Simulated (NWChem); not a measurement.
Molecule: BeO; SMILES [O]=[Be]

```xyz
2

Be     0.0000     0.0000    -0.8849
O      0.0000     0.0000     0.4534
```
Atoms are numbered in this order, from 1.

The geometry was optimised at PBE0/def2-SVP.

**Question.** List the 4 lowest vertical singlet excitations from CAM-B3LYP/aug-cc-pVDZ, full TDDFT (NWChem).

**Answer.** 
```
state  energy (eV)  oscillator strength  leading excitation (squared amplitude)
-----  -----------  -------------------  --------------------------------------
S1            1.55                0.011                      HOMO → LUMO (0.99)
S2            1.55                0.011                    HOMO−1 → LUMO (0.99)
S3            2.92                0.020                    HOMO−2 → LUMO (0.96)
S4            5.63                0.000                  HOMO−1 → LUMO+6 (0.29)
```
